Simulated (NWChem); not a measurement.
System meant: C₃H₆OSi; SMILES [SiH3]C1=CCO1

Input file for NWChem:

```
start job
memory heap 200 mb stack 900 mb global 1100 mb
geometry units angstroms noautosym nocenter noautoz
  Si     0.022782    -1.801190     0.000000
  C     -0.115006     0.067280     0.000000
  C     -1.057598     1.031103     0.000000
  C      0.061459     2.040415     0.000000
  O      1.009343     0.916088     0.000000
  H      0.751642    -2.268584    -1.208196
  H      0.751642    -2.268584     1.208196
  H     -1.356693    -2.354014     0.000000
  H     -2.136520     1.071637     0.000000
  H      0.190626     2.652495    -0.898735
  H      0.190626     2.652495     0.898735
end
basis spherical
  Si library def2-svp
  C library def2-svp
  O library def2-svp
  H library def2-svp
end
dft
  xc xtpss03 ctpss03
  iterations 150
end
property
  shielding 9 1 2 3 4 5 6 8 9 10
end
task dft property
```

End of the output:

```
 Vector   26  Occ=0.000000D+00  E= 2.795408D-02
              MO Center= -7.1D-02, -1.9D+00, -1.2D-09, r^2= 3.9D+00
   Bfn.  Coefficient  Atom+Function         Bfn.  Coefficient  Atom+Function
  ----- ------------  ---------------      ----- ------------  ---------------
    12      1.422367   1 Si py               21     -1.015278   2 C  s
    26      0.548389   2 C  py               76      0.524128   6 H  s
    81      0.524128   7 H  s                11     -0.400732   1 Si px
    35     -0.329608   3 C  s                91      0.215537   9 H  s
     9      0.195270   1 Si py               20     -0.187043   2 C  s

 center of mass
 --------------
 x =   0.04013068 y =   0.03093142 z =   0.00000000

 moments of inertia (a.u.)
 ------------------
         724.229081826940          -1.539583346417           0.000000000000
          -1.539583346417         150.466810265662           0.000000000000
           0.000000000000           0.000000000000         842.053435063954

     Multipole analysis of the density
     ---------------------------------

     L   x y z        total         alpha         beta         nuclear
     -   - - -        -----         -----         ----         -------
     0   0 0 0     -0.000000    -23.000000    -23.000000     46.000000

     1   1 0 0     -0.466469     -0.344865     -0.344865      0.223262
     1   0 1 0      0.323465     -0.244820     -0.244820      0.813106
     1   0 0 1     -0.000000     -0.000000     -0.000000      0.000000

     2   2 0 0    -29.352806    -54.991035    -54.991035     80.629264
     2   1 1 0     -0.899161      0.459676      0.459676     -1.818513
     2   1 0 1     -0.000000     -0.000000     -0.000000      0.000000
     2   0 2 0    -24.803237   -216.976980   -216.976980    409.150722
     2   0 1 1      0.000000      0.000000      0.000000      0.000000
     2   0 0 2    -28.985423    -22.589965    -22.589965     16.194507

          -----------------------------------------
          Chemical Shielding Tensors (GIAO, in ppm)
          -----------------------------------------

 ------------------------------------------------------------------------
  xtpss03: d2 not coded                    0
 ------------------------------------------------------------------------
 ------------------------------------------------------------------------
  current input line :
    29: task dft property
 ------------------------------------------------------------------------
 ------------------------------------------------------------------------
 This error has not yet been assigned to a category
 ------------------------------------------------------------------------
 For more information see the NWChem manual at https://nwchemgit.github.io

0: xtpss03: d2 not coded:Received an Error in Communication
```

**Question.** Find the fault in this run and fix the input.

**Answer.** The run crashed. Cause: this functional's second derivatives, which shieldings need, aren't coded here; the fix takes a hybrid GGA instead. This input runs:
```
start job
memory heap 200 mb stack 900 mb global 1100 mb
geometry units angstroms noautosym nocenter noautoz
  Si     0.022782    -1.801190     0.000000
  C     -0.115006     0.067280     0.000000
  C     -1.057598     1.031103     0.000000
  C      0.061459     2.040415     0.000000
  O      1.009343     0.916088     0.000000
  H      0.751642    -2.268584    -1.208196
  H      0.751642    -2.268584     1.208196
  H     -1.356693    -2.354014     0.000000
  H     -2.136520     1.071637     0.000000
  H      0.190626     2.652495    -0.898735
  H      0.190626     2.652495     0.898735
end
basis spherical
  * library def2-svp
end
dft
  xc pbe0
  iterations 150
end
property
  shielding 9 1 2 3 4 5 6 8 9 10
end
task dft property
```
It converges to -481.98242 Ha (PBE0/def2-SVP, GIAO).
